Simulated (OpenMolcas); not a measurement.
# Ionisation energies of potassium

```json
{"Program": "OpenMolcas 26.06", "Basis": "ANO-R3 [6s5p3d2f1g]", "Scalar Hamiltonian": "X2C, finite nucleus", "Spin-orbit coupling": "RASSI with atomic mean-field integrals over the reference wave functions, term energies averaged over their components"}
```

Active shells in each charge state: the valence s, p shells, with orbitals averaged over the low states. Where CASPT2's correlated closed shells are named, they are those of the first ion.

A. CASSCF
B. SS-CASPT2, IPEA 0.25 Eh, imaginary shift 0.1 Eh (closed shells correlated: 3s 3p)
C. SS-CASPT2, IPEA 0 Eh, imaginary shift 0.1 Eh (closed shells correlated: 3s 3p)
D. SS-CASPT2, IPEA 0.25 Eh, imaginary shift 0.1 Eh (closed shells correlated: 2s 2p 3s 3p)
E. SS-CASPT2, IPEA 0.25 Eh, imaginary shift 0.1 Eh (closed shells correlated: none)

Energies in eV between the lowest computed levels, named as in B; reference values from the NIST Atomic Spectra Database with their kind.

```json
{"From": "K 4s 2S 1/2", "To": "K+ 3p6 1S0", "A": "4.018", "B": "4.280", "C": "4.300", "D": "4.281", "E": "4.018", "Spin-orbit share in B": "+0.000", "Reference": "4.341 (measured)"}
```

Error against the reference values, in %:

| From | Reference | A | B | C | D | E |
| --- | --- | --- | --- | --- | --- | --- |
| K | measured | -7.4 | -1.4 | -0.9 | -1.4 | -7.4 |

Absolute error against the one measured value: A 0.32 eV, B 0.06 eV, C 0.04 eV, D 0.06 eV, E 0.32 eV. C lies closest.
